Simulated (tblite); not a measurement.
C₈H₉O₂ (charge -1).
Cartesian coordinates in Å at the GFN2-xTB level; atoms count from 1:
```xyz
19
C8H9O2 angstrom
C      3.9122    0.3649    0.2873
C      2.8352   -0.0581   -0.0215
C      1.5326   -0.5430   -0.4165
C      0.4496    0.5368   -0.2482
C     -0.8645    0.0742   -0.8175
C     -1.2878    0.5089   -2.0049
C     -1.6541   -0.8123    0.0524
C     -2.2802    0.0618    1.2788
O     -3.5005    0.1959    1.2359
O     -1.4551    0.4569    2.1040
H      4.8510    0.7359    0.5735
H      1.5757   -0.8559   -1.4667
H      1.2778   -1.4162    0.1900
H      0.7806    1.4515   -0.7484
H      0.2970    0.7431    0.8150
H     -2.2334    0.1997   -2.4194
H     -0.7197    1.2167   -2.5904
H     -2.4870   -1.2740   -0.4784
H     -1.0392   -1.5777    0.5295
```

The geometry is computed with GFN2-xTB (gas phase).

Take the most abundant isotopes and a rigid rotor. The values belong to one conformer with, in the numbering `[CH:1]#[C:2][CH2:3][CH2:4][C:5](=[CH2:6])[CH2:7][C:8](=[O:9])[O-:10]`, C2–C3–C4–C5 173°, C3–C4–C5–C6 -102°, C4–C5–C7–C8 73°, C5–C7–C8–O9 111°.

Question: Give the principal moments of inertia and the rotational constants in cm⁻¹.

Answer: Ia = 204.69, Ib = 742.62, Ic = 878.65 u·Å²; 505379 MHz·u·Å²/I gives 2469, 680.5 and 575.2 MHz, that is A = 0.08236, B = 0.02270, C = 0.01919 cm⁻¹.

Question: What kind of rotor is it?

Answer: An asymmetric top. Ray's parameter κ = (2B − A − C)/(A − C) = -0.889; −1 is the prolate and +1 the oblate limit.

Question: Is it planar, by Δ = Ic − Ia − Ib?

Answer: Not planar: Δ = Ic − Ia − Ib = -68.66 u·Å². For a rigid frame Δ = −2 Σ m c², so Σ m c² = 34.33 u·Å² lies off the ab plane: 11.94 from hydrogen and 22.39 from heavier atoms. The atom farthest from that plane is 1.67 Å away.

Question: Estimate the classical rotational partition function at 50 K, 100 K and 298.15 K.

Answer: Point group C1, symmetry number σ = 1; q = (√π/σ)·√((kT/h)³/(ABC)), k/h = 20836.6 MHz/K: 60600 at 50 K, 171000 at 100 K, 883000 at 298.15 K.

Its GFN2-xTB frequencies are all real (lowest 40 cm⁻¹). Zero-point vibration and centrifugal distortion are left out.
